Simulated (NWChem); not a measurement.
Molecule: CH₆O₂Si; SMILES C[SiH](O)O

```xyz
10

Si     0.3339     0.0672     0.0000
C     -0.1941    -1.7065     0.0000
O     -0.2825     0.7531    -1.3867
O     -0.2825     0.7531     1.3867
H      1.8219     0.2533     0.0000
H     -1.2934    -1.7679     0.0000
H      0.1786    -2.2283     0.8940
H      0.1786    -2.2283    -0.8940
H      0.0624     1.6096    -1.6512
H      0.0624     1.6096     1.6512
```
Atoms are numbered in this order, from 1.

Results from NWChem. Pople sets run with spherical d functions. The geometry was optimised at PBE0/def2-SVP. Vertical excitations in the gas phase; the lowest state need not have the same character in each row.

For level PBE/6-31G*, TDA:

* **lowest excitation, singlet (eV)**: 7.38
* **oscillator strength of that lowest state**: 0.009
* **lowest state with f > 0.02, singlet (eV)**: 7.60
* **orbital gap (eV)**: 7.24

Question: How do the values read with level PBE0/6-31G*, TDA instead?

Answer: 
- lowest excitation, singlet (eV): 8.25
- oscillator strength of that lowest state: 0.022
- lowest state with f > 0.02, singlet (eV): 8.25
- orbital gap (eV): 9.77
